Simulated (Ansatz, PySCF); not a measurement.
A series of H-Si bond dissociation energy values:

A. C[SiH2]B(O)O → C[SiH]B(O)O + H atom
B. O[SiH](O)O → O[Si](O)O + H atom
C. [SiH3]O[SiH](Cl)Cl → [SiH3]O[Si](Cl)Cl + H atom
D. N[SiH2][SiH2]N -> N[SiH][SiH2]N + H atom

Quantity: bond dissociation energy (enthalpy at 298 K, with B3LYP-D3(BJ) rigid-rotor harmonic-oscillator terms), kcal/mol. Each molecule is optimised on its own at B3LYP-D3(BJ)/def2-TZVP (Ansatz, a program for electronic structure), one conformer each, not searched for the lowest. Frequencies are from Ansatz or PySCF. Cores are frozen in the correlated levels unless marked. Open shells are spin-unrestricted. No spin-orbit coupling. No relativistic terms. CBS marks a two-point X^-3 extrapolation of the correlation energy; Hartree-Fock from the larger set. [CCSD(T)-MP2]/basis is that difference in the basis named.

```tsv
	BHLYP-D4/def2-TZVPD (Ansatz + dftd4)	BHLYP/def2-TZVPD (Ansatz)	MP2/6-31G (Ansatz)	RI-MP2/CBS(cc-pV(T+d)Z,cc-pV(Q+d)Z)+[CCSD(T)-MP2]/cc-pV(T+d)Z (Ansatz)
A	87.1	87.0	69.0	?
B	96.9	96.6	78.7	?
C	93.4	93.2	70.6	?
D	85.3	85.1	68.0	?
```

Task: What belongs in the gaps?

Result: 
- A, RI-MP2/CBS(cc-pV(T+d)Z,cc-pV(Q+d)Z)+[CCSD(T)-MP2]/cc-pV(T+d)Z (Ansatz): 89.2
- B, RI-MP2/CBS(cc-pV(T+d)Z,cc-pV(Q+d)Z)+[CCSD(T)-MP2]/cc-pV(T+d)Z (Ansatz): 99.0
- C, RI-MP2/CBS(cc-pV(T+d)Z,cc-pV(Q+d)Z)+[CCSD(T)-MP2]/cc-pV(T+d)Z (Ansatz): 96.1
- D, RI-MP2/CBS(cc-pV(T+d)Z,cc-pV(Q+d)Z)+[CCSD(T)-MP2]/cc-pV(T+d)Z (Ansatz): 87.8
